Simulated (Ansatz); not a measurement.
`[CH3][GeH]([OH])[BH]O`. Charge 0, multiplicity 1. Geometry: relaxed with PBE0-D4/def2-TZVP. It is one conformer, not always the lowest.

```xyz
12

C     0.081    1.612   -0.534
Ge   -0.256   -0.309   -0.599
O     1.109   -0.924   -1.595
B    -0.226   -1.251    1.266
O    -0.229   -0.571    2.431
H     1.024    1.817   -0.023
H    -0.725    2.137   -0.019
H     0.150    2.003   -1.550
H    -1.576   -0.577   -1.371
H     1.080   -1.876   -1.713
H    -0.184   -2.446    1.371
H    -0.249    0.386    2.337
```

What is the dipole moment at ωB97M-V/def2-TZVPP? (An estimate is asked.)

Ansatz gave: 1.49 D, with components (-0.92, 0.88, 0.78) D in this frame, pointing from negative to positive charge.

And with PBE, r2SCAN, B3LYP? (An estimate is asked.)

Ansatz gave: PBE 1.45 D, r2SCAN 1.46 D, B3LYP 1.46 D.

Give the Mulliken charges with ωB97M-V, PBE, B3LYP in def2-TZVPP. (Best estimate.)

Ansatz gave: 
```
atom  ωB97M-V    PBE  B3LYP
  C1    -0.47  -0.39  -0.40
 Ge2     0.32   0.34   0.36
  O3    -0.43  -0.41  -0.44
  B4     0.03   0.00   0.05
  O5    -0.22  -0.18  -0.22
  H6     0.13   0.11   0.11
  H7     0.12   0.10   0.10
  H8     0.14   0.12   0.12
  H9    -0.03  -0.06  -0.06
 H10     0.15   0.17   0.16
 H11     0.06   0.00   0.02
 H12     0.20   0.21   0.20
```

B3LYP here is the variant with VWN-RPA as its local correlation; programs differ in this.
